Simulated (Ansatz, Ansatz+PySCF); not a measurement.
| atom | x (Å) | y (Å) | z (Å) |
| --- | --- | --- | --- |
| C | -0.0638 | -0.1063 | 0.5225 |
| O | 0.0600 | 0.1295 | -0.6255 |
| H | 0.1215 | 0.6508 | 1.3015 |
| H | -0.3745 | -1.0980 | 0.8895 |

Basis set: def2-SVP (spherical functions). Left uncorrelated: 2 orbitals. Charge 0, multiplicity 3.

Computed with Ansatz (development build ahead of 0.2.0); each method stands on the lowest determinant of its kind that the runs found.

Problem. Give the atomization energy at this shape (free ground-state atoms in the same class of orbitals less the molecule, no zero-point energy) of triplet CH2O by UHF-CCSD(T), UHF-MP2, UHF.

Solution.

| method | atomization energy |
| --- | --- |
| UHF-CCSD(T) | 11.55 eV |
| UHF-MP2 | 11.55 eV |
| UHF | 8.48 eV |

Caution: another spin multiplicity may lie lower.
